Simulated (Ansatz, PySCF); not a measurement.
Caution: the highest occupied level lies above zero, a sign of self-interaction error and of too few diffuse functions. Another site gives an ion 0.14 eV lower (`C=[C-]c1ccccc1`) at the level frozen-core CCSD(T)/aug-cc-pVDZ // B3LYP-D3(BJ)/def2-SVPD (Ansatz, an electronic-structure program).

Delta-SCF ions had no search for a lower state. 

Cartesian coordinates (Å):
```xyz
15

C      2.5501     0.7745    -1.0315
C      1.7153    -0.2735    -0.8750
C      0.3778    -0.3300    -0.2544
C     -0.2804    -1.5986    -0.2319
C     -1.5589    -1.5619     0.3822
C     -2.1483    -0.4125     0.9236
C     -1.4592     0.8101     0.8762
C     -0.1981     0.8449     0.2868
H      2.3034     1.7815    -0.6846
H      3.5194     0.6512    -1.5190
H      2.0302    -1.2541    -1.2482
H     -2.1461    -2.4912     0.4484
H     -3.1435    -0.4577     1.3847
H     -1.9024     1.7190     1.2936
H      0.3407     1.7984     0.2491
```
Charge -1, spin multiplicity 1.

Task: What total energy, vertical detachment energy (Delta-SCF) and HOMO does PySCF with TPSSh-D3(BJ)/def2-TZVPD // B3LYP-D3(BJ)/def2-SVPD give?

Result: 
```
Quantity                                       Value
--------------------------------------  ------------
total energy                            -309.1525 Ha
vertical detachment energy (Delta-SCF)       1.48 eV
HOMO                                         0.62 eV
```
